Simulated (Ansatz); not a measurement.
Cost and result for the atomization energy of C2H8O3SSi (`CCS[Si](O)(O)O`) (15 atoms, 14 bonds).

```xyz
15

C     1.149    1.671   -0.581
C    -0.347    1.619   -0.362
S    -0.843    0.689    1.132
Si   -0.492   -1.300    0.513
O     1.065   -1.800    0.468
O    -1.246   -2.258    1.602
O    -1.022   -1.429   -1.026
H     1.379    2.282   -1.459
H     1.657    2.106    0.282
H     1.561    0.673   -0.744
H    -0.755    2.619   -0.202
H    -0.864    1.181   -1.215
H     1.503   -1.926    1.311
H    -2.144   -2.020    1.839
H    -0.602   -2.108   -1.559
```

Total charge 0; spin multiplicity 1. The structure was optimised at the PBE0-D4/def2-TZVP level. It is one conformer, not always the lowest. Program: Ansatz. All runs use 2 threads of an AMD EPYC 7R13 on a shared host and a share of an NVIDIA H100 80 GB. Times are those of one run each, without the atoms' runs, and a repeat can differ threefold. Electronic energies, without spin–orbit coupling; frozen cores. CCSD(T)/CBS adds CCSD(T) − MP2 in def2-TZVPP to the MP2 limit, and its time is that of the two runs behind it. T1 = 0.011. B3LYP takes the VWN-RPA correlation (the form of Gaussian; ORCA's B3LYP/G).

CCSD(T)/CBS is a level of theory with its own doubt, some kJ/mol a heavy atom from the limit and from the frozen cores, so smaller differences don't rank the functionals.

```tsv
level	functions	wall time	atomization (kJ/mol)	difference from CCSD(T)/CBS	per bond
ωB97X-V/def2-TZVPP	351	15 s	5970.7	-13.1	-0.9
r2SCAN-D4/def2-TZVPP (with forces)	351	15 s	5975.3	-8.5	-0.6
B3LYP-D4/def2-TZVPP (with forces)	351	15 s	5931.6	-52.2	-3.7
PBE0-D4/def2-TZVPP	351	16 s	5938.4	-45.4	-3.2
ωB97M-V/def2-TZVPP (with forces)	351	17 s	5984.3	0.5	0.0
MP2/def2-QZVPP	665	17 s	6049.3	65.5	4.7
PBE-D4/def2-TZVPP (with forces)	351	17 s	6053.6	69.8	5.0
B2PLYP/def2-TZVPP	351	20 s	5881.2	-102.6	-7.3
CCSD(T)/def2-TZVPP	351	23 s	5807.8	-176.0	-12.6
CCSD(T)/CBS(def2)	–	40 s	5983.8	0.0	0.0
```

The D4 term adds +63.8 kJ/mol with B3LYP and +33.9 kJ/mol with PBE0; it sums over pairs of atoms, weighted by their polarisabilities, and B3LYP, whose exchange is more repulsive, gets the larger term. From PBE to PBE0 (25 % exact exchange), in def2-TZVPP and without D4, the atomization energy moves by −109.4 kJ/mol: exact exchange takes away binding that semilocal exchange gives to molecules. In def2-TZVPP, CCSD(T) changes the Hartree–Fock value by +1526.3 kJ/mol (the triples alone add +92.3 kJ/mol) and MP2 by +1663.2 kJ/mol; breaking electron pairs costs correlation energy, which Hartree–Fock lacks.
